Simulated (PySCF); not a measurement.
Isomers of C6H5F2NO, one GFN2-xTB conformer each. Single-point energies are computed at PBE0/pcSseg-1 (PySCF, gas phase, no added dispersion term), electronic only.

```json
{"SMILES": "FC(F)Oc1ccccn1", "GFN2-xTB relative energy (kcal/mol)": "0.0"}
{"SMILES": "[O-][n+]1ccc(C(F)F)cc1", "GFN2-xTB relative energy (kcal/mol)": "37.5"}
```

Conformers: `[F:1][CH:2]([F:3])[O:4][c:5]1[cH:6][cH:7][cH:8][cH:9][n:10]1` with F1–C2–O4–C5 122°, C2–O4–C5–C6 179°; `[O-:1][n+:2]1[cH:3][cH:4][c:5]([CH:6]([F:7])[F:8])[cH:9][cH:10]1` with C4–C5–C6–F7 -121°.

Task: What does PBE0/pcSseg-1 give for the same structures?

Result: 
| SMILES | PBE0/pcSseg-1 E (Eh) | PBE0/pcSseg-1 (kcal/mol) | GFN2-xTB (kcal/mol) | point group |
| --- | --- | --- | --- | --- |
| FC(F)Oc1ccccn1 | -560.65758 | 0.0 | 0.0 | Cs |
| [O-][n+]1ccc(C(F)F)cc1 | -560.58903 | 43.0 | 37.5 | Cs |

Both levels put the same isomer lowest. As drawn, the higher has an N–O linkage, which the lower lacks.

Task: Which frontier levels, dipoles and rotational constants go with these structures?

Result: 
| SMILES | HOMO (eV, PBE0/pcSseg-1) | LUMO (eV) | dipole (D) | A, B, C (MHz) |
| --- | --- | --- | --- | --- |
| FC(F)Oc1ccccn1 | -7.62 | -1.26 | 4.24 | 3650, 742.9, 691.4 |
| [O-][n+]1ccc(C(F)F)cc1 | -6.77 | -1.73 | 2.36 | 3718, 736.1, 689.1 |
